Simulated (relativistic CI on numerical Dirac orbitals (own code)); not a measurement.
A reference radial Dirac CI calculation of Pm LV gave the lowest total energy -6089.76348 Ha in 16 SCF steps, from this input:

```
atom Pm  Z=61  charge=54  electrons=7
nucleus A=145  rms_radius_fm=4.9620
hamiltonian dirac-coulomb  breit=on  qed=on  c_scale=1
orbitals kli  potential=per-configuration
slater_scale 1
correlation none
mixing on
grid step=0.0125 r_max=2.4
scf mixing=0.4 start=green max_iterations=150 tolerance=2e-08 node_fill=0.05
configurations
  [He] 2s2 2p3
  [He] 2s 2p4
end
```

One setting was then changed, and the output read:

```
SCF 1: [He] 2s2 2p3
 iter      energy (Ha)   residual   last orbital (Ha)
    1     -6072.813290   2.68e+00   -458.18951
    2     -6076.699834   1.60e+00   -435.27964
    3     -6078.837995   2.37e-02   -402.57993
    4     -6078.838473   2.34e-03   -402.76090
    5     -6078.838485   3.07e-05   -402.71287
    6     -6078.838485   8.53e-06   -402.71304
    7     -6078.838485   6.47e-08   -402.71300
    8     -6078.838485   4.08e-09   -402.71300
SCF 2: [He] 2s 2p4
 iter      energy (Ha)   residual   last orbital (Ha)
    1     -6047.299788   2.75e+00   -458.18951
    2     -6051.556131   1.64e+00   -434.67636
    3     -6053.889877   2.34e-02   -401.24736
    4     -6053.890540   3.24e-03   -401.40975
    5     -6053.890572   2.29e-05   -401.34701
    6     -6053.890572   2.77e-06   -401.34723
    7     -6053.890572   6.68e-08   -401.34721
    8     -6053.890572   5.68e-10   -401.34721
orbital energies (Ha): 1s -1841.9498  2s -434.3723  2p1/2 -425.2820  2p3/2 -402.7130
configuration averages (Ha): Dirac-Coulomb, Breit, QED
  2s2 2p3                      -6078.838485    0.000000    5.591798
  2s 2p4                       -6053.890572    0.000000    5.267500
levels: no., configuration, term, J, E (cm-1), weight
   1 2s2 2p3                2P*  3/2              0.0  0.48
   2 2s2 2p3                4S*  3/2        4623912.6  0.55
   3 2s2 2p3                2D*  5/2        4844408.9  1.00
   4 2s2 2p3                2P*  1/2        5115824.2  1.00
   5 2s 2p4                 4P   5/2        6669366.7  0.72
   6 2s 2p4                 2S   1/2        7286141.8  0.63
   7 2s 2p4                 2P   3/2        7333978.1  0.48
   8 2s2 2p3                2P*  3/2        9790534.4  0.52
   9 2s 2p4                 4P   3/2       11458206.9  0.83
  10 2s 2p4                 2D   5/2       11799394.1  0.72
  11 2s 2p4                 2P   1/2       12128796.7  0.63
  12 2s 2p4                 2D   3/2       12239999.2  0.52
  13 2s 2p4                 2S   1/2       16894903.9  0.36
lowest total energy -6095.334947 Ha
end: converged
```

**Question.** Which setting was changed?
A. Breit term
B. configuration list
C. Slater scale
D. SCF mixing

**Answer.** A. The Breit term off.
